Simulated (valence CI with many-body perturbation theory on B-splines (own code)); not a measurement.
## Which ion has this spectrum?

A relativistic CI+MBPT calculation for an atom or ion with 23 electrons gives these levels (cm⁻¹):

```tsv
J	Parity	E	g
5/2	even	0.0	1.86
5/2	even	85314	1.08
7/2	even	126169	1.11
3/2	even	130252	1.35
11/2	even	132151	1.19
5/2	even	141980	1.08
9/2	even	143114	1.16
1/2	even	152948	1.89
7/2	even	178295	1.25
5/2	even	184901	1.24
11/2	even	202748	1.02
7/2	even	204721	1.14
1/2	even	210104	0.68
3/2	even	211443	1.09
```

The energies are calculated, and their last digits are not significant.

(1) Which is it?
A. Ag24+
B. Sb28+
C. I30+
D. Sn27+

Answers

(1) D. Sn27+, ground level (3d3/2^3 3d5/2^2) J=5/2 [a].
